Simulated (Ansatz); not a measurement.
```yaml
crystal:
  periodic: [false, false, false]
  atoms:
    - {symbol: N, position_ang: [-0.531365, 0.500867, 0.900663]}
    - {symbol: Nb, position_ang: [0.202875, -0.211233, -0.278287]}
    - {symbol: F, position_ang: [1.602713, -1.334304, 0.418222]}
    - {symbol: Cl, position_ang: [-1.435831, -1.328349, -1.379135]}
    - {symbol: Cl, position_ang: [1.196605, 1.387841, -1.617643]}
    - {symbol: H, position_ang: [-0.787248, 1.050638, 1.886806]}
basis:
  gaussian: {orbitals: cc-pVTZ-DK}
magnetization: {spin_polarized: true, initial_magnetization: 1}
hamiltonian: {xc: {name: CAM-B3LYP}, dispersion: d3bj}
accuracy: high
output: {forces: true}
```

```sh
$ ansatz run in.yaml --threads 4 --pin off --events-out ev --progress --plain --max-ram 10444MiB
```

Problem. How does Ansatz answer? (Estimate.)

Solution. Computed: The program refused the input.
```
Error: a molecule whose nuclei and cores have a total charge of 92 cannot have a net charge of 0 together with 1 unpaired electrons
```
